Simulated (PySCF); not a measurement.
A structure optimised at PBE-D3(BJ)/def2-SVP, used in a PySCF frequency run:

```xyz
14

C      2.5770    -0.0222     0.0000
B      1.0131     0.0351     0.0000
C      0.1373     0.0378     1.2981
N     -1.1631    -0.0002     1.2738
C     -1.8246    -0.0352     0.0000
N     -1.1631    -0.0002    -1.2738
C      0.1373     0.0378    -1.2981
H      2.8579    -1.1037     0.0000
H      3.0471     0.4102     0.9069
H      3.0471     0.4102    -0.9069
H      0.5845     0.0722     2.3178
H     -2.5765     0.7933     0.0000
H     -2.4882    -0.9360     0.0000
H      0.5845     0.0722    -2.3178
```
Charge 0, spin multiplicity 1.

Task: Write its SMILES, formula and point group.

Result: CB1C=NCN=C1, C4H7BN2, Cs

Task: What are its rotational constants (standard atomic weights)?

Result: 4.9751, 2.3755, 1.6408 GHz
